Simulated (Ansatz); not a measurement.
A nudged elastic band was laid between two geometries of BClFH4N (8 atoms, charge 0, multiplicity 1).

Computed with RKS PBE0-D4/def2-SVP in Ansatz 0.2.0.

```yaml
movable_images: 7
climbing_image: yes
spring: 5.0 eV/Å²
optimiser: quadratic models (default)
start_path: through a guess of the saddle point
force_threshold: 0.05 eV/Å
iteration_limit: 60
end_points: relaxed
```

Image 0:

```xyz
8
Properties=species:S:1:pos:R:3
B 0.011 -0.194 0.245
Cl 0.210 0.775 1.812
H 0.948 -0.057 -0.522
F -1.237 -0.075 -0.312
N 0.067 -1.747 0.774
H -0.071 -2.405 0.004
H 0.963 -1.940 1.223
H -0.672 -1.888 1.467
```

Image 8:

```xyz
8
Properties=species:S:1:pos:R:3
B 0.069 -0.614 -0.454
Cl -0.294 0.135 3.114
H 1.016 0.098 -0.679
F -1.111 -0.342 -1.002
N 0.178 -1.724 0.404
H -0.575 -2.395 0.509
H 1.077 -2.056 0.728
H -0.142 -0.631 2.071
```

Question: What changes between the two ends?

Answer: Bonds broken: B1–Cl2, N5–H8. Bonds formed: Cl2–H8. BClFH4N becomes BFH3N + ClH.

Question: Give the energies along the band, and the barrier.

Answer: The run converged. The highest image is number 5 of 0 to 8, 114.0 kJ/mol above the first end and 51.6 kJ/mol above the last; the last end lies 62.3 kJ/mol above the first. A vibrational analysis at the climbing image gives one clearly imaginary mode, 944i cm⁻¹: a first-order saddle point. The orbitals stay closed-shell, which can raise the energy where a bond breaks towards radicals; this wasn't checked here.

```json
{"image": "0", "path coordinate (Å)": "0.00", "energy (kJ/mol)": "0.0", "B1–Cl2 (Å)": "1.85", "N5–H8 (Å)": "1.02", "Cl2–H8 (Å)": "2.83"}
{"image": "1", "path coordinate (Å)": "0.48", "energy (kJ/mol)": "1.2", "B1–Cl2 (Å)": "1.85", "N5–H8 (Å)": "1.02", "Cl2–H8 (Å)": "2.68"}
{"image": "2", "path coordinate (Å)": "0.96", "energy (kJ/mol)": "3.8", "B1–Cl2 (Å)": "1.86", "N5–H8 (Å)": "1.02", "Cl2–H8 (Å)": "2.58"}
{"image": "3", "path coordinate (Å)": "1.43", "energy (kJ/mol)": "7.1", "B1–Cl2 (Å)": "1.87", "N5–H8 (Å)": "1.02", "Cl2–H8 (Å)": "2.39"}
{"image": "4", "path coordinate (Å)": "1.91", "energy (kJ/mol)": "51.6", "B1–Cl2 (Å)": "2.08", "N5–H8 (Å)": "1.07", "Cl2–H8 (Å)": "1.89"}
{"image": "5", "path coordinate (Å)": "2.39", "energy (kJ/mol)": "114.0", "B1–Cl2 (Å)": "2.48", "N5–H8 (Å)": "1.32", "Cl2–H8 (Å)": "1.53"}
{"image": "6", "path coordinate (Å)": "2.87", "energy (kJ/mol)": "76.9", "B1–Cl2 (Å)": "2.89", "N5–H8 (Å)": "1.78", "Cl2–H8 (Å)": "1.33"}
{"image": "7", "path coordinate (Å)": "3.34", "energy (kJ/mol)": "63.7", "B1–Cl2 (Å)": "3.35", "N5–H8 (Å)": "2.02", "Cl2–H8 (Å)": "1.30"}
{"image": "8", "path coordinate (Å)": "3.82", "energy (kJ/mol)": "62.3", "B1–Cl2 (Å)": "3.66", "N5–H8 (Å)": "2.02", "Cl2–H8 (Å)": "1.30"}
```

Question: What is the geometry of the highest image?

Answer: 
```xyz
8
Properties=species:S:1:pos:R:3
B 0.043 -0.438 -0.054
Cl -0.306 0.371 2.263
H 1.034 0.178 -0.342
F -1.116 -0.204 -0.647
N 0.154 -1.761 0.647
H -0.597 -2.423 0.457
H 1.065 -2.212 0.633
H -0.057 -1.041 1.732
```

Question: What are the harmonic wavenumbers there?

Answer: 944i, 169, 337, 378, 420, 533, 751, 859, 953, 1062, 1123, 1245, 1383, 1438, 1573, 2703, 3558, 3668 cm⁻¹.

The band took 13 iterations and of the order of 4 core-minutes.

The run took 3.6 min on 1 thread of Arm Neoverse V2, on a shared host, peak memory 0.16 GiB.
